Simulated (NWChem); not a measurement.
System: BiH$_{2}$F; SMILES [F][BiH2]

Input file for NWChem:

```
start job
memory heap 200 mb stack 900 mb global 1100 mb
geometry units angstroms noautoz
  Bi     0.028091     0.137515     0.000000
  H     -1.274710     0.275667    -1.277193
  H     -1.274710     0.275667     1.277193
  F      0.076366    -1.929728     0.000000
end
basis spherical
  Bi library def2-svpd
  H library def2-svpd
  F library def2-svpd
end
ecp
  Bi library def2-ecp
end
dft
  xc xpbe96 cpbe96
  iterations 150
end
tddft
  nroots 6
  notriplet
end
task tddft energy
```

Excerpt of the output:

```
             Northwest Computational Chemistry Package (NWChem) 7.3.0
             --------------------------------------------------------

 CS  symmetry detected

                             Geometry "geometry" -> ""
                             -------------------------

 Output coordinates in angstroms (scale by  1.889725989 to convert to a.u.)

  No.       Tag          Charge          X              Y              Z
 ---- ---------------- ---------- -------------- -------------- --------------
    1 Bi                  83.0000     0.03005181     0.19403796     0.00000000
    2 H                    1.0000    -1.26697873     0.37866782    -1.27719300
    3 H                    1.0000    -1.26697873     0.37866782     1.27719300
    4 F                    9.0000     0.00440632    -1.87360959     0.00000000

 Effective nuclear repulsion energy (a.u.)     242.6870804641

      Symmetry information
      --------------------

 Group name             Cs
 Group number              2
 Group order               2
 No. of unique centers     3

 Summary of "ao basis" -> "ao basis" (spherical)
 ------------------------------------------------------------------------------
       Tag                 Description            Shells   Functions and Types
 ---------------- ------------------------------  ------  ---------------------
 Bi                        def2-svpd                12       32   5s4p3d
 H                         def2-svpd                 4        8   2s2p
 F                         def2-svpd                 9       23   4s3p2d

      Symmetry analysis of basis
      --------------------------

        a'         46
        a"         25

            General Information
            -------------------
          SCF calculation type: DFT
          Wavefunction type:  closed shell.
          No. of atoms     :     4
          No. of electrons :    34
           Alpha electrons :    17
            Beta electrons :    17
          Charge           :     0
          Spin multiplicity:     1
          Use of symmetry is: off; symmetry adaption is: on
          Maximum number of iterations: 150
          AO basis - number of functions:    71
                     number of shells:    29
          Convergence on energy requested:  1.00D-06
          Convergence on density requested:  1.00D-05
          Convergence on gradient requested:  5.00D-04

              XC Information
              --------------
          PerdewBurkeErnzerhof Exchange Functional  1.000
            Perdew 1991 LDA Correlation Functional  1.000 local
           PerdewBurkeErnz. Correlation Functional  1.000 non-local

             Grid Information
             ----------------
          Grid used for XC integration:  medium
          Radial quadrature: Mura-Knowles
          Angular quadrature: Lebedev.
          Tag              B.-S. Rad. Rad. Pts. Rad. Cut. Ang. Pts.
          ---              ---------- --------- --------- ---------
          Bi                  1.60      123          10.0       590
          H                   0.35       45          10.0       434
          F                   0.50       49          10.0       434
          Grid pruning is: on
          Number of quadrature shells:   262
          Spatial weights used:  Erf1

      Superposition of Atomic Density Guess
      -------------------------------------

 Sum of atomic energies:        -345.71429731

      Non-variational initial energy
      ------------------------------

 Total energy =    -313.679240
 1-e energy   =    -651.916573
 2-e energy   =     268.449815
 HOMO         =      -0.296111
 LUMO         =      -0.048699

      Symmetry analysis of molecular orbitals - initial
      -------------------------------------------------

  Numbering of irreducible representations:

     1 a'          2 a"

  Orbital symmetries:

     1 a'          2 a'          3 a'          4 a"          5 a'
     6 a'          7 a"          8 a'          9 a"         10 a'
    11 a'         12 a'         13 a'         14 a"         15 a'
    16 a"         17 a'         18 a'         19 a"         20 a'
    21 a'         22 a'         23 a'         24 a"         25 a'
    26 a"         27 a'

   convergence    iter        energy       DeltaE   RMS-Dens  Diis-err
 ---------------- ----- ----------------- --------- --------- ---------
 d= 0,ls=0.0,diis     1   -315.4344096292 -3.85D+02  3.99D-02  6.70D-01

[...]

                                NWChem TDDFT Module
                                -------------------

            General Information
            -------------------
           No. of orbitals :     142
            Alpha orbitals :      71
             Beta orbitals :      71
        Alpha frozen cores :       0
         Beta frozen cores :       0
     Alpha frozen virtuals :       0
      Beta frozen virtuals :       0
         Spin multiplicity :       1
    Number of AO functions :      71
        Use of symmetry is : off
      Symmetry adaption is : on
         Schwarz screening :  0.10D-07

              XC Information
              --------------
   PerdewBurkeErnzerhof Exchange Functional   1.00
     Perdew 1991 LDA Correlation Functional   1.00 local
    PerdewBurkeErnz. Correlation Functional   1.00 non-local

             TDDFT Information
             -----------------
          Calculation type : TDDFT
         Wavefunction type : Restricted singlets
          No. of electrons :      34
           Alpha electrons :      17
            Beta electrons :      17
              No. of roots :       6
          Max subspacesize :    5200
            Max iterations :     100
               Target root :       1
           Target symmetry : none
      Symmetry restriction : off
                 Algorithm : Optimal
        Davidson threshold :  0.10D-03

    6 smallest eigenvalue differences (eV)
--------------------------------------------------------
  No. Spin  Occ  Vir  Irrep   E(Occ)    E(Vir)   E(Diff)
--------------------------------------------------------
    1    1   17   18 a'       -0.256    -0.099     4.283
    2    1   16   18 a"       -0.282    -0.099     4.981
    3    1   17   19 a"       -0.256    -0.047     5.700
    4    1   17   20 a'       -0.256    -0.042     5.832
    5    1   15   18 a'       -0.317    -0.099     5.944
    6    1   14   18 a"       -0.327    -0.099     6.213
--------------------------------------------------------

  Entering Davidson iterations
  Restricted singlet excited states

  Iter   NTrls   NConv    DeltaV     DeltaE      Time
  ----  ------  ------  ---------  ---------  ---------
    1      6       0     0.20E+00   0.10+100        1.3
    2     12       0     0.84E-01   0.23E-01        1.4
    3     24       0     0.19E-01   0.17E-02        1.8
    4     36       0     0.67E-02   0.12E-03        1.8
    5     48       0     0.25E-02   0.18E-04        1.8
    6     60       1     0.84E-03   0.31E-05        1.8
    7     70       2     0.32E-03   0.27E-06        1.7
    8     78       3     0.12E-03   0.28E-07        1.5
    9     84       6     0.76E-04   0.30E-08        1.3
  ----  ------  ------  ---------  ---------  ---------
  Convergence criterion met

  Ground state a'       -315.528336827056 a.u.

  ----------------------------------------------------------------------------
  Root   1 singlet a'             0.168702333 a.u.                4.5906 eV
  ----------------------------------------------------------------------------
     Transition Moments    X -0.08406   Y -0.28238   Z -0.00000
     Dipole Oscillator Strength                    0.0097625495
     Electric Quadrupole                           0.0000000479
     Magnetic Dipole                               0.0000018496
     Total Oscillator Strength                     0.0097644470

     Occ.   13  a'  ---  Virt.   18  a'  -0.08407 X
     Occ.   15  a'  ---  Virt.   18  a'   0.06995 X
     Occ.   17  a'  ---  Virt.   18  a'   0.99313 X
  ----------------------------------------------------------------------------
  Root   2 singlet a"             0.189296285 a.u.                5.1510 eV
  ----------------------------------------------------------------------------
     Transition Moments    X -0.00000   Y -0.00000   Z -0.10672
     Dipole Oscillator Strength                    0.0014373046
     Electric Quadrupole                           0.0000000230
     Magnetic Dipole                               0.0000014215
     Total Oscillator Strength                     0.0014387491

     Occ.   16  a"  ---  Virt.   18  a'   0.99954 X
  ----------------------------------------------------------------------------
  Root   3 singlet a'             0.222902746 a.u.                6.0655 eV
  ----------------------------------------------------------------------------
     Transition Moments    X  0.71562   Y  0.07641   Z  0.00000
     Dipole Oscillator Strength                    0.0769691400
     Electric Quadrupole                           0.0000001714
     Magnetic Dipole                               0.0000000822
     Total Oscillator Strength                     0.0769693936

     Occ.   14  a"  ---  Virt.   19  a"  -0.05490 X
     Occ.   15  a'  ---  Virt.   18  a'   0.23848 X
     Occ.   15  a'  ---  Virt.   20  a'  -0.06664 X
     Occ.   16  a"  ---  Virt.   19  a"   0.32376 X
     Occ.   17  a'  ---  Virt.   20  a'  -0.90763 X
     Occ.   17  a'  ---  Virt.   21  a'  -0.05160 X
  ----------------------------------------------------------------------------
  Root   4 singlet a"             0.226418287 a.u.                6.1612 eV
  ----------------------------------------------------------------------------
     Transition Moments    X  0.00000   Y -0.00000   Z -0.36447
     Dipole Oscillator Strength                    0.0200510995
     Electric Quadrupole                           0.0000000268
     Magnetic Dipole                               0.0000015202
     Total Oscillator Strength                     0.0200526465

[...]
```

Level: PBE/def2-SVPD with def2 effective core potentials on Bi, full TDDFT. Geometry: optimised at PBE-D3(BJ)/def2-SVP. def2 effective core potentials on Bi; no spin-orbit coupling.
